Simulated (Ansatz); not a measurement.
Cartesian coordinates in Å:
```
Cl -0.981 1.493 0.632
Sn -0.493 -0.813 0.467
Br 1.474 -0.680 -1.099
```

Charge 0, multiplicity 1. Sn: def2 effective core potential.

**Question.** List the r2SCAN/def2-TZVPP orbital energies in eV (Ansatz 0.2.0). (Best estimate.)

**Answer.** The calculation gave: Occupied: -13121.76, -2753.08, -1694.98, -1525.73, -1525.70, -1525.68, -254.45, -234.63, -192.96, -192.88, -192.84, -174.80, -174.70, -174.65, -138.42, -93.35, -93.18, -93.12, -68.65, -68.63, -68.59, -68.52, -68.51, -27.67, -27.59, -27.54, -27.53, -27.40, -20.78, -19.63, -12.49, -9.21, -8.42, -8.39, -7.69, -7.42, -7.10. Lowest empty: -3.77, -1.37, -1.19, 2.85, 2.91, 3.12, 3.63, 4.22.
